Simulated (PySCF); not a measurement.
## Does the structure fit the spectrum?

A compound C4H12OSi2 gives the data below (simulated from a calculation) and was assigned the structure `C[C@H](O)C1[SiH2]C[SiH2]1`.

13C{1H} NMR (computed): δ 80.1 (CH), 56.4 (CH2), 20.1 (CH2, 2C).

1H NMR (500 MHz, computed): δ 4.54 (m, 1H), 4.37 (m, 1H), 3.96 (m, 1H), 3.90 (t, 3H), 3.33 (q, 2H), 1.86 (m, 2H), 1.66 (m, 2H).

- NMR shieldings at PBE0/pcSseg-1/GIAO
- GFN2-xTB geometry
- code: PySCF 2.14.0 with density-fitted response routines
- gas phase, no relativistic terms, one averaged value for each set of equivalent atoms, a single conformation

Scale: 1H, 13C against TMS (reference shieldings calculated alike).

(1) Compare with the shifts computed for the proposed structure, pairing carbons in order of shift.

(2) Which isomer fits?

Results:

(1) Atom-mapped SMILES (the numbers label the heavy atoms): `[CH3:1][C@H:2]([OH:3])[CH:4]1[SiH2:5][CH2:6][SiH2:7]1`; H(Xn) means a hydrogen on atom n.

```
atom  computed for proposal  given list  difference
  C2                   72.4        80.1        -7.7
  C4                   33.7        56.4       -22.7
  C1                   29.0        20.1        +8.9
  C6                   -9.7        20.1       -29.8
```

The rms difference is 19.6 ppm and the largest -29.8 ppm at C6 (sp3 CH2 bonded to 2 Si). The proposal also would give 4 carbon signals, not 3. The carbon types in order of shift don't match either: CH, CH, CH3, CH2 for the proposal against CH, CH2, CH2, CH2 in the data. The proposal doesn't fit.

(2) `[SiH3]COC1C[SiH2]C1`.

- Carbon types of the structure: 1 × CH, 3 × CH2, leaving 5 H on heteroatoms.
- δC 80.1: sp3 CH bonded to O; the inductive effect lowers its shielding.
- δC 56.4: sp3 CH2 bonded to O and Si; pulled downfield by the heteroatom.
- δH 3.96: hydrogen on an sp3 CH bonded to O; its carbon carries O, which withdraws density.
- δH 3.33: hydrogen on an sp3 CH2 bonded to O and Si; its carbon carries O, which withdraws density.

The shifts were computed for this structure.

Shifts are as computed. Against solution values, carbons near 30 ppm lie about +3 ppm off and those near 130 ppm about +5 ppm. Of 1309 compounds with measured shifts, 239 miss one by over three times the rms of a fit or turn the order of signals round; such compounds aren't used in these exercises. No couplings were computed; multiplicities are counted from neighbouring protons, with m where these are inequivalent, close in shift, in a saturated or five-membered ring or joined by F or P, and br s for small geminal =CH2 splittings.
